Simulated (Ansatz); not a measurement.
## Worked example: BH2(CH3) + GaH(SH)2 → BH2(SH) + GaH(CH3)(SH)

Gas-phase species: BH2(CH3), singlet; GaH(SH)2, singlet; BH2(SH), singlet; GaH(CH3)(SH), singlet. The partners trade CH3 for SH: B–CH3 and Ga–SH bonds give way to B–SH and Ga–CH3.

Shapes, held fixed at every level: PBE0-D4/def2-TZVP. Flexible molecules stand in one conformer, not always the lowest. Programs: Ansatz 0.2.0. The zero-point and thermal change to 298 K, harmonic and unscaled (PBE0-D4/def2-TZVP), is +1.2 kJ/mol.

At CCSD(T)/def2-TZVPP; 1 Eh = 2625.50 kJ/mol:

| species | energy (Eh) |
| --- | --- |
| BH2(CH3) | -65.797563 |
| GaH(SH)2 | -2720.806140 |
| BH2(SH) | -424.329173 |
| GaH(CH3)(SH) | -2362.273938 |

Question: Work out ΔH(298 K) of the reaction at this level.

Answer: 
1. Products less reactants: (-424.329173) + (-2362.273938) − [(-65.797563) + (-2720.806140)] = 0.000592 Eh = +1.6 kJ/mol.
2. With the thermal change: +1.6 + (+1.2) = +2.8 kJ/mol.

Other levels give -2.8 (SPW92/def2-TZVPP) to +22.4 kJ/mol (HF/def2-TZVPP). No measured value is set beside it here. Relativity is left out for Ga. Outer-core shells of Ga are correlated, in sets that cover them unevenly. The levels disagree on the sign, so it isn't settled. That is about zero within the method's error.
